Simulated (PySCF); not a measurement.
# Magnetisability and related constants of `C1=NC=CC([SiH2][GeH3])=C1`, C$_{5}$H$_{9}$GeNSi

Computed with GIAO B97-2/pcSseg-1 magnetisability, rotational g tensor and spin-rotation constants, non-relativistic, gas phase in PySCF 2.14.0. Geometry: GFN2-xTB.

Input:
```
{"job": {"kind": "mag", "xc": "B97-2", "basis": "pcSseg-1", "isotopologues": 2}, "charge": 0, "multiplicity": 1}
Ge     2.887485     0.187605    -0.546281
Si     1.254553    -1.198320     0.397165
C     -0.425677    -0.349517     0.229871
C     -0.694963     0.833855     0.912639
C     -1.928633     1.443445     0.757132
N     -2.882219     0.962990    -0.023202
C     -2.633585    -0.156210    -0.681069
C     -1.435105    -0.845705    -0.588332
H      2.514249     0.828502    -1.850578
H      4.187911    -0.494255    -0.850372
H      3.300405     1.353535     0.303005
H      1.186598    -2.496115    -0.282206
H      1.506891    -1.415352     1.826855
H      0.050665     1.271480     1.562006
H     -2.170851     2.360342     1.279831
H     -3.437704    -0.515294    -1.310971
H     -1.287016    -1.758958    -1.145404
```
Coordinates are in Å.

Command: `OMP_NUM_THREADS=1 python excited_run.py task.json out`

Show the output.

Atoms count from 0.
```
coarse grid: 67096 points
cycle   1  E = -2617.3345499005  dE =  4.500e-01  |g| = 7.712e-01  |ddm| = 4.049e+00
cycle   2  E = -2617.3179004292  dE =  1.665e-02  |g| = 7.648e-01  |ddm| = 1.044e+00
cycle   3  E = -2617.3846895749  dE = -6.679e-02  |g| = 1.181e-01  |ddm| = 6.478e-01
cycle   4  E = -2617.3865647383  dE = -1.875e-03  |g| = 5.987e-02  |ddm| = 1.242e-01
cycle   5  E = -2617.3872744958  dE = -7.098e-04  |g| = 1.161e-02  |ddm| = 6.076e-02
cycle   6  E = -2617.3873043988  dE = -2.990e-05  |g| = 5.410e-03  |ddm| = 1.744e-02
cycle   7  E = -2617.3873122862  dE = -7.887e-06  |g| = 5.474e-04  |ddm| = 5.474e-03
final grid: 140344 points
cycle   8  E = -2617.3873253676  dE = -3.732e-08  |g| = 7.194e-04  |ddm| = 2.384e-03
cycle   9  E = -2617.3873251886  dE =  1.790e-07  |g| = 1.122e-03  |ddm| = 1.610e-03
cycle  10  E = -2617.3873254869  dE = -2.982e-07  |g| = 1.359e-04  |ddm| = 1.034e-03
cycle  11  E = -2617.3873254917  dE = -4.821e-09  |g| = 3.076e-05  |ddm| = 1.704e-04
cycle  12  E = -2617.3873254919  dE = -2.019e-10  |g| = 8.709e-06  |ddm| = 3.524e-05
converged SCF energy = -2617.3873254919

Magnetisability tensor (1e-30 J/T^2)
    -1445.03     -144.22      281.20
     -144.22    -1517.40      433.59
      281.20      433.59    -1815.31
isotropic -1592.58   principal values   -2247.02  -1337.25  -1193.47
isotropic susceptibility -95.907 1e-6 cm^3/mol

Inertial axes            a          b          c
rot. const./GHz      2.9117     0.5182     0.4885
chi total           -88.695    -87.386   -111.641
chi diamagnetic    -560.624  -2236.717  -2378.108
chi paramagnetic    471.928   2149.331   2266.467
quadrupole/D A      -12.457      7.999      4.459
g nuclear            0.6040     0.5126     0.5161
g electronic        -0.6455    -0.5232    -0.5201
g total             -0.0416    -0.0106    -0.0040

Spin-rotation constants (kHz, H = +C I.J)
atom  isotope        aa         bb         cc
  5    14N        0.551      0.123      0.059
  8     1H       -0.271     -0.045      0.004
  9     1H        0.031     -0.041     -0.048
 10     1H       -0.264     -0.003     -0.034
 11     1H       -0.264      0.014     -0.038
 12     1H       -0.256     -0.050      0.023
 13     1H       -0.073     -0.024     -0.012
 14     1H       -0.232      0.040     -0.029
 15     1H       -0.028     -0.024     -0.004
 16     1H       -0.256      0.034     -0.034
  0   73Ge*      -0.654     -0.120     -0.112
  1   29Si*      -1.515     -0.282     -0.286
  2    13C*       1.267      0.184      0.104
  3    13C*       1.093      0.167      0.122
  4    13C*       0.987      0.225      0.126
* in the singly substituted isotopologue

Isotopologues: g along a, b, c
2H    at 8,9,10,11,12,1    -0.0344    -0.0107    -0.0030
30Si  at 1                 -0.0409    -0.0103    -0.0043
```

The calculation is non-relativistic, which matters for the atoms heavier than Zn.

It took 53 s wall time on 1 thread of an Arm Neoverse V1, shared host, peak memory 0.94 GiB.
